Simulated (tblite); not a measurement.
Compound: C₅H₁₁NO₂Si.
Z-matrix (Å and degrees, GFN2-xTB geometry), rows numbered from 1:
```
C 
O   1  1.4091
C   2  1.3636  1  120.39
C   3  1.3363  2  116.33  1   174.87
Si  4  1.8726  3  119.61  2    -1.55
C   3  1.5040  2  119.79  1    -9.16
C   6  1.5313  3  110.59  2   -74.07
N   7  1.3493  6  113.23  3   -52.85
O   7  1.2094  6  123.44  3   128.05
H   1  1.0891  2  105.39  3   174.94
H   1  1.0950  2  111.46  3   -67.00
H   1  1.0926  2  112.31  3    56.17
H   4  1.0785  3  118.55  2   179.34
H   5  1.4654  4  109.82  3    60.14
H   5  1.4630  4  110.67  3   -61.54
H   5  1.4675  4  107.22  3   178.69
H   6  1.0908  3  109.03  2   167.34
H   6  1.0905  3  112.28  2    46.99
H   8  1.0061  7  120.82  6     7.96
H   8  1.0062  7  119.12  6   177.32
```

Calculated harmonic vibrations of the isolated species, GFN2-xTB (tblite), most abundant isotopes, no scaling. The method is semi-empirical: single wavenumbers can be off by several per cent or more. Modes of hydrogen on silicon can be 10 to 20 % off. One conformer, not necessarily the lowest.

Harmonic wavenumbers (cm⁻¹): 29.9, 50.9, 85.8, 95.0, 109.4, 123.7, 198.3, 217.2, 297.0, 338.1, 375.8, 424.8, 489.2, 510.9, 518.6, 550.4, 581.0, 598.6, 682.4, 753.6, 777.5, 787.2, 789.1, 801.3, 863.5, 895.5, 951.3, 1039.9, 1071.4, 1104.6, 1117.9, 1144.7, 1166.6, 1242.1, 1281.1, 1303.2, 1408.6, 1445.7, 1450.0, 1476.4, 1482.2, 1645.6, 1773.8, 2224.2, 2238.7, 2259.2, 2936.0, 2976.1, 2993.8, 3004.6, 3027.4, 3083.6, 3456.5, 3528.0.

A = 2305, B = 813.1, C = 678.4 MHz; mass 145.056 u (most abundant isotopes); point group C1, symmetry number 1.

Problem. What is the zero-point energy?

Solution. ½Σν̃ = 32889 cm⁻¹ = 94.03 kcal/mol.

Problem. Give the ideal-gas entropy at 273.15 K and 1 bar in the rigid-rotor, harmonic-oscillator model (classical rotation).

Solution. Translation 40.42, rotation 29.65, vibration 35.66: S = 105.7 cal/(mol K).

Problem. And Cp and H(273.15 K) − H(0)?

Solution. Cp = 42.14 cal/(mol K), of which vibrations give 34.19 (their classical limit is 54 R = 107.3); H(273.15 K) − H(0) = 7.08 kcal/mol without the zero-point energy, 4.91 from vibrations.

Problem. How do the functions run with temperature in this model?

Solution. 
```tsv
T (K)	S (cal/(mol K))	Cp (cal/(mol K))	H − H(0) (kcal/mol)	G − H(0) (kcal/mol)	ln q(vib)
50	62.2	15.9	0.57	-2.54	1.05
100	75.2	22.1	1.53	-5.99	2.90
298.15	109.5	45.0	8.17	-24.49	9.73
373.15	120.5	52.8	11.84	-33.12	12.16
500	137.6	63.9	19.27	-49.51	16.15
750	166.6	79.1	37.30	-87.65	23.51
1000	190.8	88.9	58.39	-132.41	30.18
```

q(vib) and H(0) count from the zero-point level.

Problem. What must be added to the electronic energy to get the Gibbs energy at 273.15 K and 1 bar?

Solution. ZPE + [H(273.15 K) − H(0)] − T·S = 94.03 + 7.08 − 28.88 = 72.23 kcal/mol.

Problem. Blend soft modes into free rotors: weight 1/[1 + (100 cm⁻¹/ν̃)⁴] for the oscillator and the rest for a rotor with moment μB/(μ + B), μ = h/(8π²ν), B = 10⁻⁴⁴ kg m². What vibrational entropy results?

Solution. 31.90 cal/(mol K) in place of 35.66, which changes −T·S at 273.15 K by +1.03 kcal/mol.

Hindered rotation and anharmonicity are outside this model. Other conformers, if any are populated, would add a mixing term that is left out. The structure is chiral; the term R ln 2 for an equal mix with its mirror image is left out.
